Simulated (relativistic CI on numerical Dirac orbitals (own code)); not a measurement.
Calculated levels, Dy38+

Method of calculation: Dirac-Coulomb-Breit CI, KLI orbitals optimised for each configuration, model QED (radiative potential, 1s self-energy scaled to tabulated hydrogen-like ionisation energies), unscaled Slater integrals (own radial code, finite nucleus).

CI space (outside the closed core [Ne]): 3s2 3p6 3d10, 3s2 3p6 3d9 4s, 3s2 3p6 3d9 4p, 3s2 3p6 3d9 4d, 3s2 3p5 3d10 4s, 3s2 3p6 3d9 4f, 3s2 3p5 3d10 4p, 3s2 3p6 3d8 4s2, 3s2 3p6 3d8 4s 4p, 3s2 3p5 3d10 4d, 3s 3p6 3d10 4s, 3s2 3p6 3d9 5s, 3s2 3p6 3d8 4p2, 3s2 3p6 3d8 4s 4d, 3s2 3p6 3d9 5p, 3s2 3p5 3d10 4f, 3s 3p6 3d10 4p, 3s2 3p6 3d9 5d, 3s2 3p6 3d8 4p 4d, 3s2 3p5 3d9 4s2, 3s2 3p6 3d9 5f, 3s2 3p6 3d9 5g, 3s2 3p5 3d9 4s 4p, 3s 3p6 3d10 4d, 3s2 3p6 3d8 4d2, 3s2 3p5 3d9 4p2, 3s2 3p5 3d9 4s 4d, 3s2 3p6 3d9 6s, 3s 3p6 3d9 4s2, 3s 3p6 3d10 4f, 3s2 3p6 3d9 6p, 3s2 3p5 3d10 5s, 3s2 3p6 3d9 6d, 3s2 3p5 3d9 4p 4d, 3s2 3p4 3d10 4s2, 3s2 3p5 3d10 5p. Levels of other configurations are missing.

```
No.   Configuration  Term  J   E (eV)    %  Next component (%)  Lifetime (s)
  1    3s2 3p6 3d10    1S  0     0.00  100                                  
  2  3s2 3p6 3d9 4s    3D  3  1129.12  100                                  
  3  3s2 3p6 3d9 4s    1D  2  1130.67   57               43 3D      4.56e-10
  4  3s2 3p6 3d9 4s    3D  1  1166.93  100                          2.28e-06
  5  3s2 3p6 3d9 4s    3D  2  1167.97   57               43 1D      5.81e-10
  6  3s2 3p6 3d9 4p   3P°  2  1207.18   55              31 3D°      3.00e-11
  7  3s2 3p6 3d9 4p   3F°  3  1208.29   46              34 1F°      2.90e-11
  8  3s2 3p6 3d9 4p   3F°  2  1245.12   79              14 1D°      2.90e-11
  9  3s2 3p6 3d9 4p   3D°  1  1247.84   50              26 3P°      3.36e-13
 10  3s2 3p6 3d9 4p   3F°  4  1263.25  100                          5.57e-12
 11  3s2 3p6 3d9 4p   1D°  2  1265.03   53              35 3P°      5.58e-12
 12  3s2 3p6 3d9 4p   1P°  1  1265.88   66              31 3P°      1.40e-13
 13  3s2 3p6 3d9 4p   3D°  3  1267.60   72              26 1F°      5.14e-12
 14  3s2 3p6 3d9 4p   3P°  0  1298.12  100                          6.01e-12
 15  3s2 3p6 3d9 4p   3D°  1  1302.21   47              44 3P°      9.63e-13
 16  3s2 3p6 3d9 4p   3F°  3  1302.32   52              40 1F°      5.51e-12
 17  3s2 3p6 3d9 4p   3D°  2  1304.64   55              22 1D°      5.20e-12
 18  3s2 3p6 3d9 4d    3S  1  1381.94   52               41 3P      2.68e-12
 19  3s2 3p6 3d9 4d    3G  4  1386.43   52               41 1G      2.33e-12
 20  3s2 3p6 3d9 4d    3D  2  1387.53   50               35 3P      2.33e-12
 21  3s2 3p6 3d9 4d    3F  3  1389.51   47               25 3D      2.23e-12
 22  3s2 3p6 3d9 4d    1P  1  1395.94   57               22 3D      4.98e-12
 23  3s2 3p6 3d9 4d    3G  5  1397.21  100                          4.72e-12
 24  3s2 3p6 3d9 4d    3D  3  1400.47   58               37 1F      4.60e-12
 25  3s2 3p6 3d9 4d    1D  2  1401.45   48               39 3P      4.23e-12
 26  3s2 3p6 3d9 4d    3F  4  1402.06   81               18 1G      4.45e-12
 27  3s2 3p6 3d9 4d    3P  0  1410.22   94                6 1S      3.30e-12
 28  3s2 3p6 3d9 4d    3D  1  1423.38   47               41 1P      2.51e-12
 29  3s2 3p6 3d9 4d    3G  3  1423.81   82               17 1F      2.31e-12
 30  3s2 3p6 3d9 4d    3F  2  1428.63   64               32 1D      2.18e-12
```

Energies count from the lowest computed level; ° marks odd parity; lifetimes are radiative, by E1, M1, E2, M2 decay to levels of this space only; some are left blank where a channel outside the calculation adds to the decay or the decay crosses a small, uncertain gap.

The mean weight of the leading LS term, summed over parents, in these 30 levels is 67 %, and that of the leading jj configuration (from the same eigenvectors) 98 %, so jj coupling describes them better and the LS labels are nominal.

At this charge energies of transitions that change n are usually good to better than 1 %, and those within a shell (Δn = 0) to a few per cent.

LS names give the leading component of a level, which can be under half, so a name can repeat, a term be missing and a line seem to break the LS rules.
